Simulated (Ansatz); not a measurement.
A nudged elastic band was laid between two geometries of FGaH4O + H3N (11 atoms, charge 0, multiplicity 1).

Computed with RHF/def2-SVP in Ansatz 0.2.0.

```json
{
 "movable images": "7",
 "climbing image": "yes",
 "spring": "5.0 eV/Å²",
 "optimiser": "quadratic models (default)",
 "start path": "through a guess of the saddle point",
 "force threshold": "0.03 eV/Å",
 "iteration limit": "60",
 "end points": "relaxed"
}
```

Image 0:

```xyz
11
Properties=species:S:1:pos:R:3
Ga 0.396 -1.832 -0.430
F 1.513 -0.724 0.434
H 0.842 -2.128 -1.913
H -0.325 -2.830 0.544
H -0.779 0.497 -0.220
O -0.988 -0.310 -0.741
H 0.783 1.157 0.973
N -0.042 1.720 0.819
H -1.176 -0.051 -1.632
H -0.474 1.890 1.712
H 0.250 2.610 0.453
```

Image 8:

```xyz
11
Properties=species:S:1:pos:R:3
Ga 0.329 -1.660 -0.488
F 1.344 -0.618 0.670
H 1.161 -1.916 -1.815
H -0.345 -2.832 0.342
H -0.578 0.981 0.020
O -0.933 -0.244 -0.772
H 0.755 0.881 0.921
N 0.013 1.571 0.705
H -1.639 -0.377 -1.384
H -0.503 1.822 1.532
H 0.396 2.393 0.268
```

(1) What changes between the two ends?

(2) Give the energies along the band, and the barrier.

(3) What is the geometry of the highest image?

(4) What are the harmonic wavenumbers there?

Answers

(1) Bonds broken: H5–O6. Bonds formed: H5–N8. FGaH4O + H3N becomes FGaH3O + H4N.

(2) It converged. The highest image is number 4 of 0 to 8, 0.36 eV above the first end and 0.01 eV above the last; the last end lies 0.35 eV above the first. A vibrational analysis at the climbing image gives one clearly imaginary mode, 574i cm⁻¹: a first-order saddle point. The orbitals stay closed-shell, which can raise the energy where a bond breaks towards radicals; this wasn't checked here.

```tsv
image	path coordinate (Å)	energy (eV)	H5–O6 (Å)	H5–N8 (Å)
0	0.00	0.00	0.98	1.77
1	0.26	0.00	0.98	1.75
2	0.51	0.04	1.00	1.63
3	0.76	0.21	1.08	1.42
4	1.02	0.36	1.32	1.16
5	1.15	0.36	1.43	1.10
6	1.28	0.35	1.48	1.08
7	1.41	0.35	1.50	1.08
8	1.54	0.35	1.50	1.08
```

(3) 
```xyz
11
Properties=species:S:1:pos:R:3
Ga 0.335 -1.690 -0.450
F 1.424 -0.641 0.600
H 1.009 -1.962 -1.859
H -0.315 -2.820 0.445
H -0.581 0.834 -0.010
O -0.946 -0.242 -0.687
H 0.780 0.962 0.942
N -0.019 1.557 0.709
H -1.431 -0.183 -1.495
H -0.548 1.776 1.536
H 0.291 2.408 0.269
```

(4) 574i, 61, 186, 235, 260, 335, 449, 489, 541, 558, 560, 623, 756, 810, 838, 1013, 1469, 1654, 1713, 1802, 1937, 1972, 2016, 3498, 3757, 3832, 4205 cm⁻¹.

Time of the run: 4.9 min on 2 threads of Arm Neoverse V1, on a shared host, peak memory 0.23 GiB.
